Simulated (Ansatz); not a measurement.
One change: `NC(O)(F)C=S` becomes `NC(O)(F)O[SiH3]`.

Ansatz, PBE0-D4/def2-TZVP geometries, multiplicity 1. Each molecule was computed in one conformer, which needn't be the lowest.

```tsv
property	`NC(O)(F)C=S`
LUMO energy (PBE/def2-TZVPP) / eV	-3.51
HOMO–LUMO gap (B3LYP/def2-TZVPP) / eV	3.75
LUMO energy (PBE0/def2-TZVPP) / eV	-2.60
HOMO–LUMO gap (PBE/def2-TZVPP) / eV	1.98
HOMO energy (ωB97M-V/def2-TZVPP) / eV	-9.02
size of the dipole moment (ωB97M-V/def2-TZVPP) / D	1.04
```

Task: Give the same properties after the change, and the shifts. (Best estimate.)

Result: The calculation gave: 
```json
{"property": "LUMO energy (PBE/def2-TZVPP) / eV", "`NC(O)(F)O[SiH3]`": "-0.53", "shift": "2.98"}
{"property": "HOMO–LUMO gap (B3LYP/def2-TZVPP) / eV", "`NC(O)(F)O[SiH3]`": "8.03", "shift": "4.28"}
{"property": "LUMO energy (PBE0/def2-TZVPP) / eV", "`NC(O)(F)O[SiH3]`": "0.34", "shift": "2.94"}
{"property": "HOMO–LUMO gap (PBE/def2-TZVPP) / eV", "`NC(O)(F)O[SiH3]`": "6.08", "shift": "4.10"}
{"property": "HOMO energy (ωB97M-V/def2-TZVPP) / eV", "`NC(O)(F)O[SiH3]`": "-10.66", "shift": "-1.64"}
{"property": "size of the dipole moment (ωB97M-V/def2-TZVPP) / D", "`NC(O)(F)O[SiH3]`": "1.55", "shift": "0.51"}
```

With PBE0 the HOMO falls by 1.43 eV and the LUMO rises by 2.94 eV, so the gap widens by about 4.37 eV. PBE moves the HOMO by -1.12 eV and ωB97M-V by -1.64 eV. Dipoles are sizes alone; their direction can turn.

B3LYP here is the variant with VWN-RPA as its local correlation; programs differ in this.
